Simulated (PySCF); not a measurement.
An unknown shows these calculated signals:

$^{1}$H NMR (400 MHz, computed): δ 7.52 (ddt, J = 9.5, 4.9, 1.1 Hz, 2H), 7.15 (dd, J = 9.5, 8.6 Hz, 2H), 4.68 (dt, J = 1.6, 1.1 Hz, 2H), 0.13 (br s, 1H).

$^{13}$C{$^{1}$H} NMR (computed): δ 174.5 (C, d, J = 314.7 Hz), 147.5 (C), 136.0 (CH, d, J = 5.2 Hz), 124.0 (CH, d, J = 19.1 Hz), 67.8 (CH2).

All values are calculated (PySCF): spin–spin couplings from B3LYP/pcJ-1 (spin–dipole term only in couplings to heteroatoms), structure optimised with PBE0-D3(BJ)/def2-SVP, NMR shieldings at CAM-B3LYP/pcSseg-1/GIAO. No relativistic terms, single conformer, fast rotation and ring inversion assumed for equivalent nuclei, no solvent model.

References, each an isolated molecule treated in the same way: TMS for $^{1}$H and $^{13}$C.

Task: Which of these does the molecule contain: an OH group, a CH3CH2 unit, an amide, a (CH3)2CH unit, a benzene ring?

Result: 
- An OH group: yes (δH 0.13 (br s)).
- A CH3CH2 unit: no.
- An amide: no.
- A (CH3)2CH unit: no.
- A benzene ring: yes.

The data belong to SMILES OCc1ccc(F)cc1, C7H7FO; they needn't prove each group on their own.

Carbon signals by region: 1 in the far downfield region (above 160 ppm), 3 in the sp2 and nitrile region (100–160 ppm), 1 at 50–100 ppm. Above 160 ppm: 174.5, aromatic carbon bearing fluorine.

The OH or NH signal is concentration- and solvent-dependent in practice; the value given is the gas-phase one. C–F couplings over four or more bonds (about 3 Hz to the para carbon of a fluoroarene) are left out. Common functionals overestimate the size of one-bond C–F couplings by tens of Hz; these are unscaled. Splittings below 1 Hz are ignored in the labels, and close J values are merged. Couplings among chemically equivalent protons are left out too, so labels in AA′BB′ or AA′XX′ sets are apparent multiplicities. Unscaled 3J(H,H) at this level run about 10 % above measured values. Shifts are as computed, not scaled to solution data. Of 1211 compounds with measured shifts, 218 miss one by over three times the rms of a fit or turn the order of signals round; such compounds aren't used in these exercises. Couplings to exchangeable protons are dropped.
